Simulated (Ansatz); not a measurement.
Reaction (ligand exchange at the Si–C bond): `O[SiH2]C[Si](O)(F)F` + H₂S → `O[SiH2]S` + `C[Si](O)(F)F`

Program: Ansatz. Geometries: PBE0-D4/def2-TZVP. ΔE: electronic, gas phase. CCSD(T)/CBS is the MP2 limit (def2-TZVPP, def2-QZVPP) plus CCSD(T) − MP2 in def2-TZVPP, frozen cores. This one scheme is used for every species. Functionals use def2-TZVPP. One conformer a species, not always the lowest.

Is it downhill or uphill in electronic energy at CCSD(T)/CBS, and by how much? (Best estimate.)

The calculation gave: Downhill: ΔE = -12.4 kcal/mol.

What do these levels give: PBE-D4, ωB97X-V, ωB97M-V, B2PLYP, MP2/def2-TZVPP, CCSD/def2-TZVPP, HF/def2-QZVPP, MP2/def2-QZVPP, SCS-MP2/def2-QZVPP, HF/CBS(def2), MP2/CBS(def2), CCSD/CBS(def2)? (Best estimate.)

The calculation gave: PBE-D4 -13.0, ωB97X-V -12.3, ωB97M-V -12.0, B2PLYP -13.6, MP2/def2-TZVPP -12.5, CCSD/def2-TZVPP -11.9, HF/def2-QZVPP -14.6, MP2/def2-QZVPP -12.9, SCS-MP2/def2-QZVPP -13.1, HF/CBS(def2) -14.6, MP2/CBS(def2) -13.2, CCSD/CBS(def2) -12.6 kcal/mol.

Largest T1 diagnostic among the species: 0.011.

The D4 term adds +2.1 kcal/mol with B3LYP and +1.2 kcal/mol with PBE0; it sums over pairs of atoms, weighted by their polarisabilities, and B3LYP, whose exchange is more repulsive, gets the larger term. In def2-TZVPP, CCSD(T) changes the Hartree–Fock value by +3.0 kcal/mol (the triples alone add +0.2 kcal/mol) and MP2 by +2.1 kcal/mol.

B3LYP here is the variant with VWN-RPA as its local correlation; programs differ in this.
